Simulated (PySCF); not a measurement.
Computed magnetic data of one metal complex (SC-NEVPT2 in the d shell, PySCF, with spin-orbit coupling):

```
T / K  χT / cm³ K mol⁻¹  μeff / μB
    2             1.815       3.81
    5             1.815       3.81
   10             1.816       3.81
   20             1.817       3.81
   30             1.819       3.81
   50             1.822       3.82
   75             1.825       3.82
  100             1.829       3.82
  150             1.836       3.83
  200             1.843       3.84
  250             1.850       3.85
  300             1.857       3.85
```

Powder magnetisation at 2 K: 0.79 μB at 0.5 T, 1.45 μB at 1 T, 2.28 μB at 2 T, 2.64 μB at 3 T, 2.88 μB at 5 T, 2.93 μB at 7 T.

Which of these complexes, all computed at model or optimised geometries, gave the data?
A. [CoBr4]2- (d7, tetrahedral)
B. [V(H2O)6]2+ (d3, octahedral)
C. [Cr(H2O)4]3+ (d3, tetrahedral)
D. [Co(H2O)5]2+ (d7, trigonal bipyramidal)

B. [V(H2O)6]2+ (d3, octahedral) has NEVPT2: 2S+1 = 4, 3.85 μB at 300 K, 3.81 μB at 10 K, 2.93 μB at 7 T. The others: [Co(H2O)5]2+ (d7, trigonal bipyramidal) has NEVPT2: 2S+1 = 4, 4.47 μB at 300 K, 3.75 μB at 10 K, 2.24 μB at 7 T; [Cr(H2O)4]3+ (d3, tetrahedral) has NEVPT2: 2S+1 = 4, 3.62 μB at 300 K, 2.24 μB at 10 K, 1.19 μB at 7 T; [CoBr4]2- (d7, tetrahedral) has NEVPT2: 2S+1 = 4, 4.82 μB at 300 K, 4.66 μB at 10 K, 3.61 μB at 7 T.
